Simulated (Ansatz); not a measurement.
A nudged elastic band was laid between two geometries of C$_{2}$H$_{6}$Si$_{2}$ (10 atoms, charge 0, multiplicity 1).

These are results of RKS PBE0-D4/STO-3G (Ansatz 0.2.0), not measurements.

```yaml
movable_images: 7
climbing_image: yes
spring: 5.0 eV/Å²
optimiser: quadratic models (default)
start_path: IDPP
force_threshold: 0.05 eV/Å
iteration_limit: 60
end_points: relaxed
```

Image 0:

```xyz
10
Properties=species:S:1:pos:R:3
Si -1.402 1.091 -1.801
C -0.082 0.948 -0.854
C 0.784 0.363 0.183
Si -0.062 -1.153 0.937
H -1.168 2.260 -2.645
H 0.991 1.070 1.004
H 1.757 0.033 -0.221
H -0.303 -2.136 -0.090
H -1.314 -0.761 1.537
H 0.799 -1.717 1.950
```

Image 8:

```xyz
10
Properties=species:S:1:pos:R:3
Si -0.369 2.032 -1.957
C 0.040 0.967 -0.796
C 0.819 0.305 0.257
Si -0.211 -1.168 0.859
H -1.685 1.639 -2.453
H 1.017 0.949 1.132
H 1.788 -0.091 -0.094
H -0.458 -2.075 -0.235
H -1.466 -0.703 1.395
H 0.526 -1.855 1.893
```

Q: Which bonds break or form, and what moves?

A: No bond is made or broken.

Q: What energy profile does the band end with?

A: The forces met the threshold. The highest image is number 4 of 0 to 8, 0.61 eV above the first end and 0.61 eV above the last; the last end lies 0.01 eV above the first. A vibrational analysis at the climbing image gives 2 clearly imaginary modes (481i, 435i cm⁻¹): a point of higher order, so a lower path passes nearby. Limits of this set-up: minimal basis.

| image | path coordinate (Å) | energy (eV) |
| --- | --- | --- |
| 0 | 0.00 | 0.00 |
| 1 | 0.26 | 0.04 |
| 2 | 0.53 | 0.17 |
| 3 | 0.79 | 0.45 |
| 4 | 1.06 | 0.61 |
| 5 | 1.39 | 0.37 |
| 6 | 1.72 | 0.08 |
| 7 | 2.04 | 0.02 |
| 8 | 2.37 | 0.01 |

Q: What is the geometry of the highest image?

A: 
```xyz
10
Properties=species:S:1:pos:R:3
Si -0.803 1.665 -1.892
C 0.022 0.958 -0.802
C 0.789 0.270 0.264
Si -0.128 -1.225 0.957
H -1.546 2.302 -2.930
H 1.010 0.962 1.095
H 1.769 -0.066 -0.117
H -0.379 -2.186 -0.090
H -1.390 -0.817 1.526
H 0.657 -1.863 1.989
```

Time of the run: 110 s on 1 thread of Arm Neoverse V2, with other jobs on the host, peak memory 0.095 GiB.
